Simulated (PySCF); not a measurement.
A structure optimised at B3LYP-D3(BJ)/def2-TZVP, used in a PySCF frequency run:

```xyz
6

Cd     0.0000     0.0000     0.2602
Cl     0.0000     0.0000    -2.0556
C      0.0000     0.0000     2.3755
H      0.8898     0.5137     2.7337
H      0.0000    -1.0275     2.7337
H     -0.8898     0.5137     2.7337
```

**Question.** Write its SMILES, formula and point group.

**Answer.** [CH3][Cd][Cl], CH3CdCl, C3v

**Question.** What are its rotational constants (standard atomic weights)?

**Answer.** 158.31, 2.0289, 2.0289 GHz
